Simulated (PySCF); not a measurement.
PySCF job for trifluoro(fluorosilyloxy)silane (F4H2OSi2), SMILES [SiH2](O[Si](F)(F)F)F, SMD-M06-2X/def2-SVP. Coordinates come from a PBE0-D3(BJ)/def2-SVP optimisation. One conformer was computed; it need not be the lowest.

```python
import numpy as np
from pyscf import gto, scf, dft
from pyscf.solvent import smd

mol = gto.M(
    atom='''
    Si    1.85311666    0.53299577    0.80555772
    F     2.44766681   -0.95346797    0.59505462
    O     0.40557031    0.62197335    0.00807194
    Si   -1.02601311   -0.00805934   -0.37850690
    F    -2.12707839    1.14001991   -0.43851661
    F    -1.48468096   -1.08633310    0.70234915
    F    -0.97206683   -0.71976412   -1.80125159
    H     1.62870569    0.74147193    2.25443553
    H     2.77271680    1.50953877    0.18355749
    ''',
    basis='def2-SVP',
    charge=0,
    spin=0,
    max_memory=1600,
    verbose=3,
)
mf = dft.RKS(mol, xc='m06-2x').density_fit(auxbasis='def2-universal-jkfit')
mf.grids.level = 4
mf.conv_tol = 1e-9
mf.max_cycle = 100
mf.kernel()
res = {}
for name in ['water', 'acetonitrile', 'methanol']:
    s = mf.SMD()
    s.with_solvent.solvent, s.with_solvent.sasa_ng = name, 302
    s.kernel(mf.make_rdm1())
    res[name] = (s.e_tot, s.with_solvent.get_cds(), s.dip_moment(), s.mo_energy, s.converged)
    print(f'SMD {name}: dG(solv) = {(s.e_tot - mf.e_tot) * 627.509474:.3f} kcal/mol, of which CDS {res[name][1] * 627.509474:.3f}')
```

Output:

```
converged SCF energy = -1054.38625230565
converged SCF energy = -1054.38510530491
Dipole moment(X, Y, Z, Debye):  1.47716,  1.77874,  1.15224
SMD water: dG(solv) = 0.720 kcal/mol, of which CDS 4.309
converged SCF energy = -1054.39021267644
Dipole moment(X, Y, Z, Debye):  1.47426,  1.77871,  1.14386
SMD acetonitrile: dG(solv) = -2.485 kcal/mol, of which CDS 0.965
converged SCF energy = -1054.39070783429
Dipole moment(X, Y, Z, Debye):  1.47374,  1.77171,  1.14698
SMD methanol: dG(solv) = -2.796 kcal/mol, of which CDS 0.693
```

The calculation finished and met its thresholds.
